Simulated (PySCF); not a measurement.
Members of one series of related molecules.

All values: PBE0/def2-SVPD (PySCF) at PBE0-D3(BJ)/def2-SVP geometries, gas phase, one conformer each. Core orbitals are frozen in the response; Δα² is half the sum of the squared differences of the principal polarisabilities.

(1) Rank by mean static polarisability, highest first.
A. `FBCOC` (C2H6BFO)
B. `CN(C)BF` (C2H7BFN)
C. `CB(C)BF` (C2H7B2F)
D. `FC(OBF)F` (CH2BF3O)
E. `FBCl` (BClFH)

(2) Rank by vertical ionisation energy (ΔSCF), highest first.
A. `COCBF` (C2H6BFO)
B. `CB(BF)C` (C2H7B2F)
C. `CN(C)BF` (C2H7BFN)
D. `FBCl` (BClFH)
E. `FBOC(F)F` (CH2BF3O)

(3) Rank by dipole moment, lowest first.
A. `CN(C)BF`
B. `FBCl`
C. `CB(C)BF`
D. `[CH3:1][O:2][CH2:3][BH:4][F:5]` with C1–O2–C3–B4 -179°, O2–C3–B4–F5 -177°

Results:

(1) C (8.10 Å³), B (7.35 Å³), A (6.75 Å³), D (4.92 Å³), E (4.31 Å³).

(2) E (12.96 eV), D (12.34 eV), A (10.08 eV), B (9.75 eV), C (9.48 eV).

(3) B (0.74 D), C (1.50 D), D (1.67 D), A (2.38 D).

All values together:

```json
{"SMILES": "FBCl", "formula": "BClFH", "μ (D)": "0.74", "HOMO (eV)": "-9.59", "LUMO (eV)": "-1.23", "α (Å³)": "4.31", "Δα (Å³)": "1.58", "electrons": "32", "α per electron (Å³)": "0.135", "ΔSCF removal energy (eV)": "12.34"}
{"SMILES": "CN(C)BF", "formula": "C2H7BFN", "μ (D)": "2.38", "HOMO (eV)": "-7.36", "LUMO (eV)": "0.60", "α (Å³)": "7.35", "Δα (Å³)": "2.26", "electrons": "40", "α per electron (Å³)": "0.184", "ΔSCF removal energy (eV)": "9.48"}
{"SMILES": "FBOC(F)F", "formula": "CH2BF3O", "μ (D)": "1.37", "HOMO (eV)": "-10.57", "LUMO (eV)": "-0.47", "α (Å³)": "4.92", "Δα (Å³)": "1.39", "electrons": "48", "α per electron (Å³)": "0.102", "ΔSCF removal energy (eV)": "12.96"}
{"SMILES": "COCBF", "formula": "C2H6BFO", "μ (D)": "1.67", "HOMO (eV)": "-7.73", "LUMO (eV)": "-0.74", "α (Å³)": "6.75", "Δα (Å³)": "1.92", "electrons": "40", "α per electron (Å³)": "0.169", "ΔSCF removal energy (eV)": "10.08"}
{"SMILES": "CB(C)BF", "formula": "C2H7B2F", "μ (D)": "1.50", "HOMO (eV)": "-7.55", "LUMO (eV)": "-1.00", "α (Å³)": "8.10", "Δα (Å³)": "1.62", "electrons": "38", "α per electron (Å³)": "0.213", "ΔSCF removal energy (eV)": "9.75"}
```

Conformers: `[F:1][BH:2][O:3][CH:4]([F:5])[F:6]` with F1–B2–O3–C4 2°, B2–O3–C4–F5 87°; `[CH3:1][O:2][CH2:3][BH:4][F:5]` with C1–O2–C3–B4 -179°, O2–C3–B4–F5 -177°.

Problem. By how much does the ΔSCF value exceed −ε(HOMO) over the species that have both?

Solution. By 2.11 to 2.75 eV, 2.36 eV on average, over 5 species.
